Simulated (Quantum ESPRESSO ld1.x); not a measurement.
The numbers below are computed, except where a source is named.
Q: Fe II, 25 electrons, occupied as [Ar] 3d4.5 4p2.5 (fractional occupations, a model configuration). Code: ld1.x of Quantum ESPRESSO 7.5. Model: Dirac Kohn-Sham, relativistic LDA (MacDonald-Vosko exchange, VWN5 correlation), spin-unpolarised, spherical densities, point nucleus; open shells fill j = l - 1/2 first. Some entries of the table are withheld. Estimate them.

orbital,occ.,eigenvalue (eV),<r^2> (bohr^2)
1s1/2,2,-6985.89,0.004625
2s1/2,2,-839.804,0.08467
2p1/2,2,(1),0.06737
2p3/2,4,(2),0.06900
3s1/2,2,-115.282,0.7443
3p1/2,2,-82.5966,(3)
3p3/2,4,-80.9903,(4)
3d3/2,4,-28.2402,1.217
3d5/2,0.5,-28.0567,1.226
4p1/2,2,-10.8278,9.684
4p3/2,0.5,-10.6960,9.851

A: 
(1) 2p1/2 eigenvalue (eV): -728.905
(2) 2p3/2 eigenvalue (eV): -716.514
(3) 3p1/2 <r^2> (bohr^2): 0.8216
(4) 3p3/2 <r^2> (bohr^2): 0.8388
